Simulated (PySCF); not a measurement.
# Multinuclear NMR of C₇H₅NO₂

Mapped SMILES: `[CH2:1]=[N:2][c:3]1[cH:4][o:5][c:6]2[cH:7][cH:8][o:9][c:10]12`. Hydrogens are named by the atom that carries them. Ha(C1) is cis to C3; Hb(C1) is trans to C3.

[PySCF: geometry from GFN2-xTB; shielding tensors at PBE0/pcSseg-1 (GIAO); single conformer; relativity neglected; isolated molecule]

(1) Predict the $^{15}$N NMR data.

(2) What are the $^{17}$O shifts?

Answers

(1) 
```json
{"atoms": "N2", "environment": "imine nitrogen", "σ (ppm)": "-102.8", "δ (ppm)": "-53.4"}
```

Shieldings were converted by a linear fit to measured shifts: $^{15}$N (scatter 6.3 ppm rms vs CH3NO2, solution or neat liquid). A few per cent of atoms miss by over 2 rms, more outside the fitted compound classes.

On a 400 MHz spectrometer $^{15}$N resonates near 40.5 MHz, so 1 ppm is 40.5 Hz.

(2) 
```
atoms           environment  σ (ppm)  δ (ppm)
   O9  aromatic ring oxygen     88.2    186.3
   O5  aromatic ring oxygen    100.1    175.5
```

Shieldings were converted by a linear fit to measured shifts: $^{17}$O: δ = 266.70 − 0.911σ (rms 10.7 ppm, 155 shifts, 12.2 ppm with the 3 outliers that the fit left out vs liquid water, solution or neat liquid). A few per cent of atoms miss by over 2 rms, more outside the fitted compound classes.

On a 500 MHz spectrometer $^{17}$O resonates near 67.8 MHz, so 1 ppm is 67.8 Hz.
